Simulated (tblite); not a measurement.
C3H9FN2Si2.
Atom-mapped SMILES: `[N:1]#[C:2][SiH2:3][CH2:4][C@@H:5]([F:6])[SiH2:7][NH2:8]` (hydrogens: H9, H10 on Si3; H11, H12 on C4; H13 on C5; H14, H15 on Si7; H16, H17 on N8)

Computed geometry: GFN2-xTB, gas phase.

Task: List the bond lengths, angles and torsions at this level.

Result: 
| bond | length (pm) | order |
| --- | --- | --- |
| N1≡C2 | 114.6 | triple |
| C2–Si3 | 187.1 | single |
| Si3–C4 | 190.6 | single |
| C4–C5 | 152.2 | single |
| C5–F6 | 140.0 | single |
| C5–Si7 | 192.0 | single |
| Si7–N8 | 171.9 | single |
| Si3–H9 | 146.5 | single |
| Si3–H10 | 146.1 | single |
| C4–H11 | 109.1 | single |
| C4–H12 | 109.1 | single |
| C5–H13 | 109.6 | single |
| Si7–H14 | 146.1 | single |
| Si7–H15 | 146.7 | single |
| N8–H16, N8–H17 | 100.8 | single |

Bonds in one row agree within 1 pm and their mean is given. Orders are formal, as drawn. A selection of angles:
| angle | degrees |
| --- | --- |
| N1–C2–Si3 | 178.9 |
| C2–Si3–C4 | 105.1 |
| Si3–C4–C5 | 112.6 |
| C4–C5–F6 | 108.4 |
| C4–C5–Si7 | 114.3 |
| F6–C5–Si7 | 107.8 |
| C5–Si7–N8 | 103.3 |
| H16–N8–Si7 | 118.1 |
| H17–N8–Si7 | 119.3 |

Torsions: C2–Si3–C4–C5 64° (synclinal); Si3–C4–C5–F6 55° (synclinal); C4–C5–Si7–N8 -59° (synclinal).

Of the pairs four or more bonds apart, C2···H13 is among the closest relative to their van der Waals radii: 2.96 Å, 102 % of the sum of Bondi's values. Si7 (SiH2 silicon) is distorted tetrahedral (angles from 103.3° to 117.4°). N8 (silicon-bound nitrogen) is pyramidal (angles 119.3°, 118.1° and 109.8°, sum 347.2°, 0.25 Å off the plane of its three neighbours). Si3 (SiH2 silicon) is distorted tetrahedral (angles from 105.1° to 113.2°). The 3 C–Si bonds span 1.871 Å (C2–Si3, drawn single) to 1.920 Å (C5–Si7, drawn single), a spread of 0.049 Å.

Point group: C1 (no symmetry element, even within 0.4 Å). Its GFN2-xTB frequencies are all real (lowest 23 cm⁻¹). The numbers are those of one conformer (C2–Si3–C4–C5 64°, Si3–C4–C5–F6 55°, C4–C5–Si7–N8 -59°, C5–Si7–N8–H -45° and 177°).
